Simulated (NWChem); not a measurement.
## Correlation energy of CClF

```xyz
3

F      0.2527    -1.4738     0.0000
C     -0.6854    -0.5857     0.0000
Cl     0.1081     0.9870     0.0000
```
Charge 0, spin multiplicity 1.

Program: NWChem. All single points use one geometry, from B3LYP/def2-SVP, a minimum by its harmonic frequencies.

Basis set: cc-pVTZ. Each correlation energy counts from its own Hartree-Fock reference.

The correlated methods keep 7 core orbitals frozen. The structure started from a generated list of species. Coupled-cluster values serve here as a point of comparison, not as the truth.

Question: Order these methods by the correlation energy they give, lowest first: CR-CCSD[T], MP2, CCSD, CCSD+T(CCSD), CR-CCSD(T), CCSD(T).

Answer: CCSD+T(CCSD) (-624.2 mHa), CCSD(T) (-622.5 mHa), CR-CCSD[T] (-617.9 mHa), CR-CCSD(T) (-616.5 mHa), CCSD (-596.7 mHa), MP2 (-573.7 mHa)
